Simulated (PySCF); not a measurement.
# Electron correlation in Ru⁺ (ruthenium, charge +1)

[Kr] 4d6 5s1, high-spin 6D determinant (an excited configuration). Calculation: PySCF 2.14, in aug-cc-pwCVDZ-PP with ECP28MDF (6s6p5d3f, 70 functions); scalar relativity through the core potential. Frozen: 4s2 4p6; 7 electrons correlated.

MP2 pair energies summed by pair of shells (mhartree):

| pair | energy | share (%) |
| --- | --- | --- |
| 4d-4d | -100.65 | 79.4 |
| 4d-5s | -26.13 | 20.6 |

Total MP2 correlation energy: -126.78 mhartree.

Same-spin part -78.82 and opposite-spin part -47.95 mhartree; SCS-MP2 scales them by 1/3 and 6/5 to -83.82 mhartree.
